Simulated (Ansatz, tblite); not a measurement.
Cost and result up the ladder for BI₃ (4 atoms). The state is a singlet with charge 0. Geometry: PBE-D4/def2-SVP.

```xyz
4

B    -0.0002    0.0000    0.0001
I    -1.4047   -0.6700   -1.4586
I     0.4872   -1.2445    1.6622
I     0.9176    1.9145   -0.2037
```

Ansatz on 4 threads of Intel Xeon 6975P-C on a shared host; xTB runs through tblite on one thread. Times are rough, summed over both states, and most runs start from the orbitals of an earlier one. PBE0-D4/def2-TZVP serves as the yardstick here, not as an exact answer. The other state is a triplet.

In the def2 sets I takes a core potential; there is no spin–orbit coupling. The xTB rows come from tblite.

xTB has no spin-polarisation term.

```csv
level,functions,wall time
GFN2-xTB,31,0.013 s
GFN1-xTB,31,0.014 s
PBE-D4/def2-TZVP (with forces),181,2.8 s
PBE0-D4/def2-TZVP,181,4.5 s
r2SCAN-D4/def2-TZVP,181,5.1 s
```

Question: Estimate what each level gives for the vertical triplet (eV).

Answer: 
```
                         level  vertical triplet (eV)  difference from PBE0-D4/def2-TZVP (eV)
                      GFN2-xTB                   3.88                                    0.60
                      GFN1-xTB                   4.02                                    0.75
PBE-D4/def2-TZVP (with forces)                   3.03                                   -0.25
             PBE0-D4/def2-TZVP                   3.28                                    0.00
           r2SCAN-D4/def2-TZVP                   3.09                                   -0.19
```
